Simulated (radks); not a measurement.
Task: The platinum anion Pt2-, [Hg], held by a Watson sphere: a shell of charge +2 at radius R that stands for the Madelung well of a crystal (potential energy -2/R inside, -2/r outside, in hartree with lengths in bohr). All-electron calculation, scalar-relativistic Kohn-Sham, LDA (Slater exchange, VWN5 correlation), spin-polarised, spherical densities, point nucleus. Program: a radial shooting solver on a logarithmic mesh with Libxc functionals. Response by self-consistent Sternheimer equations with the Hartree and adiabatic LDA kernel, the relativistic mass of each level held fixed and spin-orbit coupling left out. The sphere does not respond.

| R (bohr) | e(5p) (eV) | e(6s) (eV) | e(5d) (eV) | <r> 5d (bohr) | sum of <r^2> (bohr^2) | X-ray form factor at sin(theta)/lambda = 0.3 1/angstrom | alpha (bohr^3) |
|---|---|---|---|---|---|---|---|
| 4.51 | -52.690 | -4.696 | -3.302 | 1.914 | 95.31 | 58.478 | 116.2 |
| 5.13 | -52.089 | -3.991 | -2.639 | 1.936 | 100.7 | 58.486 | 155.2 |
| 5.92 | -51.474 | -3.262 | -1.977 | 1.960 | 107.7 | 58.493 | 227.2 |
| 6.03 | -51.401 | -3.174 | -1.899 | 1.963 | 108.7 | 58.494 | 240.0 |

Estimate the row for R = 4.25 bohr.

Result: e(5p) (eV) -52.977; e(6s) (eV) -5.029; e(5d) (eV) -3.624; <r> 5d (bohr) 1.904; sum of <r^2> (bohr^2) 93.06; X-ray form factor at sin(theta)/lambda = 0.3 1/angstrom 58.472; alpha (bohr^3) 102.9.
